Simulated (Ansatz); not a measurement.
`N[SiH2][GaH2]` + `N#C[SiH2]P` → `N#C[SiH2][GaH2]` + `N[SiH2]P`  (redistribution)

Computed with Ansatz on PBE0-D4/def2-TZVP structures; ΔE is electronic, products minus reactants. CCSD(T)/CBS adds triple-zeta CCSD(T) − MP2 to the extrapolated MP2 energy (def2 sets, frozen cores). Functionals use def2-TZVPP. B3LYP here is the variant with VWN-RPA as its local correlation; programs differ in this. HSE06 is defined as in plane-wave codes. For Ga outer-core shells are correlated without core-valence functions, which leaves a few kJ/mol of doubt a bond. Scalar relativity is left out up to krypton. Each species was taken in one conformer, which may not be the lowest.

`N[SiH2][GaH2]`:

Z-matrix (Å, degrees):
```
Si
Ga 1 2.410
N 1 1.728 2 109.2
H 1 1.502 2 108.3 3 -126.1
H 1 1.491 2 111.5 3 119.0
H 2 1.578 1 121.0 3 17.9
H 2 1.574 1 121.9 3 -163.1
H 3 1.008 1 120.3 2 177.5
H 3 1.007 1 119.3 2 -39.4
```

`N#C[SiH2]P`:

Cartesian coordinates in Å:
```
N 1.635 2.432 0.195
C 0.929 1.539 0.373
Si -0.200 0.093 0.609
P 0.312 -1.398 -0.992
H -1.580 0.630 0.568
H 0.096 -0.475 1.945
H -0.349 -0.646 -2.000
H -0.843 -2.175 -0.697
```

`N#C[SiH2][GaH2]`:

```xyz
8

N    -0.356    2.913   -0.601
C    -0.438    1.764   -0.654
Si   -0.516   -0.085   -0.670
Ga    0.823   -1.010    1.123
H    -0.040   -0.500   -2.015
H    -1.956   -0.433   -0.548
H     0.875   -2.572    1.264
H     1.608   -0.078    2.103
```

`N[SiH2]P`:

```xyz
9

N     1.126    1.085   -0.178
Si   -0.335    0.222   -0.451
P    -0.071   -1.870    0.355
H     1.455    1.269    0.755
H     1.405    1.813   -0.814
H    -0.526    0.156   -1.924
H    -1.555    0.850    0.138
H    -0.027   -1.413    1.703
H    -1.472   -2.111    0.414
```

| level | ΔE (kcal/mol) | difference from CCSD(T)/CBS |
| --- | --- | --- |
| LDA (SPW92) | -2.2 | -0.2 |
| PBE-D4 | -2.0 | 0.0 |
| revPBE-D4 | -2.1 | -0.1 |
| BLYP-D4 | -1.9 | 0.1 |
| B97M-V | -2.0 | 0.0 |
| PBE0-D4 | -2.2 | -0.2 |
| B3LYP-D4 | -2.1 | -0.1 |
| r2SCANh-D4 | -2.3 | -0.3 |
| r2SCAN0-D4 | -2.4 | -0.4 |
| HSE06-D4 | -2.3 | -0.3 |
| BHLYP-D4 | -2.3 | -0.3 |
| CAM-B3LYP-D4 | -2.2 | -0.2 |
| ωB97X-V | -2.2 | -0.2 |
| ωB97M-V | -2.1 | -0.1 |
| B2PLYP | -2.1 | -0.1 |
| PBE-QIDH | -2.3 | -0.3 |
| revPBE | -2.0 | 0.0 |
| BLYP | -1.9 | 0.1 |
| r2SCAN | -2.3 | -0.3 |
| PBE0 | -2.2 | -0.2 |
| B3LYP | -2.1 | -0.1 |
| r2SCAN0 | -2.4 | -0.4 |
| HSE06 | -2.3 | -0.3 |
| BHLYP | -2.3 | -0.3 |
| CAM-B3LYP | -2.2 | -0.2 |
| LC-ωPBE | -2.3 | -0.3 |
| RPA@PBE/def2-TZVPP | -1.8 | 0.2 |
| HF/def2-SVP | -2.8 | -0.8 |
| MP2/def2-SVP | -2.0 | 0.0 |
| CCSD/def2-SVP | -2.1 | -0.1 |
| CCSD(T)/def2-SVP | -2.0 | 0.0 |
| HF/def2-TZVPP | -2.7 | -0.7 |
| SCS-MP2/def2-TZVPP | -2.1 | -0.1 |
| CCSD/def2-TZVPP | -2.2 | -0.2 |
| CCSD(T)/def2-TZVPP | -2.1 | -0.1 |
| MP2/def2-QZVPP | -2.1 | -0.1 |
| SCS-MP2/def2-QZVPP | -2.1 | -0.1 |
| HF/CBS(def2) | -2.8 | -0.8 |
| MP2/CBS(def2) | -2.0 | 0.0 |
| CCSD/CBS(def2) | -2.1 | -0.1 |
| CCSD(T)/CBS | -2.0 | 0 |

Largest T1 diagnostic among the species: 0.014.

Leaving LDA and LC-ωPBE aside and taking each functional with its dispersion term where it has one, the values spread over 0.4 kcal/mol, from r2SCAN0-D4 to BLYP-D4.
